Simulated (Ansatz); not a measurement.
C6H3ClTi, SMILES `C#[C][Ti]([Cl])([C]#C)[C]#C`: the same geometry under several functionals.

```yaml
crystal:
  periodic: [false, false, false]
  atoms:
    - {symbol: C, position_ang: [-0.834860, 0.250309, 2.906492]}
    - {symbol: C, position_ang: [-0.774617, 0.182027, 1.693864]}
    - {symbol: Ti, position_ang: [-0.650026, 0.066943, -0.301775]}
    - {symbol: Cl, position_ang: [-2.610621, 0.284435, -1.205166]}
    - {symbol: C, position_ang: [0.583603, 1.511063, -0.937387]}
    - {symbol: C, position_ang: [1.339303, 2.386208, -1.313954]}
    - {symbol: C, position_ang: [0.154420, -1.703956, -0.779521]}
    - {symbol: C, position_ang: [0.650291, -2.777707, -1.062257]}
    - {symbol: H, position_ang: [-0.884853, 0.310334, 3.970929]}
    - {symbol: H, position_ang: [2.005172, 3.152959, -1.642345]}
    - {symbol: H, position_ang: [1.087587, -3.719714, -1.308278]}
basis:
  gaussian: {orbitals: def2-TZVPP}
hamiltonian: {xc: {name: CAM-B3LYP}, dispersion: d4}
output: {orbitals: {seedname: orbitals}}
```

```sh
$ ansatz run in.yaml --threads 4 --pin off --events-out ev --progress --plain --max-ram 11315MiB
```

Output, abridged:

```
Functional definition: CAM-B3LYP
2065 factors; their error is unknown
418 factors; integrals over basis functions are off by at most 1.3e-5 eV
mean field evaluation 1: about -41891.1098 eV, gradient 7.6e1 eV
mean field evaluation 2: about -41687.7216 eV, gradient 4.1e2 eV
mean field evaluation 4: about -41902.9957 eV, gradient 2.8e1 eV
mean field evaluation 8: about -41904.7713 eV, gradient 3.2e-1 eV
mean field evaluation 16: about -41904.8907 eV, gradient 2.8e-4 eV
mean field -41904.89070367 eV, -1539.9763292048 hartree, gradient 3.9e-5 eV, S^2 0.000000; 0 other end points of the search recorded, 0 dependent functions left out
reference -41904.89087238 eV, -1539.9763354046 hartree; 39, 39 occupied and 295, 295 virtual orbitals, 2065 factors
Total energy: -41905.19702557 eV, -1539.9875863270 hartree
```

Hardware: 4 threads of an Arm Neoverse V2 on a shared host. Wall time 11 s, peak host memory 1.5 GiB.

Changing it to `hamiltonian: {xc: {name: B3LYP}, dispersion: d4}` and forces (abridged; 15 s):

```
Functional definition: B3LYP
mean field evaluation 16: about -41908.7179 eV, gradient 7.2e-3 eV
mean field -41908.71789306 eV, -1540.1169758208 hartree, gradient 4.8e-5 eV, S^2 0.000000
Total energy: -41909.25740099 eV, -1540.1368023715 hartree
Atom 0 force    -0.004744     0.008547     0.134836 eV/Å
Atom 1 force    -0.014312     0.007408     0.121643 eV/Å
Atom 2 force     0.143801    -0.016199     0.065272 eV/Å
Atom 3 force    -0.274991     0.030431    -0.126076 eV/Å
Atom 4 force     0.068312     0.092925    -0.042908 eV/Å
Atom 5 force     0.087800     0.094877    -0.039613 eV/Å
Atom 6 force     0.042047    -0.110295    -0.033918 eV/Å
Atom 7 force     0.057043    -0.119039    -0.028567 eV/Å
Atom 8 force     0.005434    -0.006890    -0.107871 eV/Å
Atom 9 force    -0.067398    -0.078075     0.032765 eV/Å
Atom 10 force    -0.042992     0.096310     0.024434 eV/Å
Dipole moment:     0.326223    -0.035772     0.151573 e Å
```

The same input with `hamiltonian: {xc: {name: B2PLYP}}` (abridged; 17 s):

```
Functional definition: B2PLYP
mean field evaluation 16: about -41880.4011 eV, gradient 2.8e-3 eV
mean field -41880.40105373 eV, -1539.0763511693 hartree, gradient 6.9e-6 eV, S^2 0.000000
16 core orbitals not correlated: weight in the atoms' cores, before any rotation towards them, 1.000 or more for the frozen orbitals, at most 0.000 for the correlated occupied ones
second order -52.46097567 eV of doubles, -0.00000000 eV of singles
Total energy: -41894.56573660 eV, -1539.5968936635 hartree
```

The same input with `hamiltonian: {xc: {name: B97M-V}}` (abridged; 22 s):

```
Functional definition: B97M-V
mean field -41899.13090628 eV, -1539.7646605548 hartree, gradient 2.2e-5 eV, S^2 0.000000
Total energy: -41899.13098430 eV, -1539.7646634219 hartree
```

The same input with `hamiltonian: {xc: {name: PBE-QIDH}}` (abridged; 19 s):

```
Functional definition: PBE-QIDH
mean field evaluation 16: about -41867.3782 eV, gradient 1.9e-3 eV
mean field -41867.37820956 eV, -1538.5977704732 hartree, gradient 7.9e-7 eV, S^2 0.000000
16 core orbitals not correlated: weight in the atoms' cores, before any rotation towards them, 1.000 or more for the frozen orbitals, at most 0.000 for the correlated occupied ones
second order -47.66000957 eV of doubles, -0.00000000 eV of singles
Total energy: -41883.26489563 eV, -1539.1815954177 hartree
```

With the line `hamiltonian: {xc: lda}` (abridged; 3.2 s):

```
Functional definition: SPW92
mean field -41753.83331895 eV, -1534.4250727065 hartree, gradient 1.5e-5 eV, S^2 0.000000
Total energy: -41753.83336901 eV, -1534.4250745463 hartree
```

B3LYP takes the VWN-RPA correlation (the form of Gaussian; ORCA's B3LYP/G).
